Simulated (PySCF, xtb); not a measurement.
CH5N2S, SMILES [NH3+]C(=S)N, charge +1. One conformer was computed; it need not be the lowest.

Harmonic wavenumbers (cm⁻¹) from xtb with GFN2-xTB at its own minimum, in rising order: 134, 270, 332, 382, 449, 504, 647, 850, 884, 905, 1064, 1331, 1386, 1400, 1415, 1533, 3182, 3198, 3206, 3427, 3477.

Task: What does B3LYP-D3(BJ)/def2-SVP (PySCF) give at its own minimum? (The exact figures need the calculation; the answer reports its results.)

Result: 145, 317, 381, 435, 518, 593, 657, 895, 987, 994, 1197, 1433, 1509, 1574, 1603, 1649, 3334, 3432, 3438, 3542, 3660. Paired by order, the mean absolute difference is 110 cm⁻¹ and the zero-point energies are 42.9 and 46.2 kcal/mol.
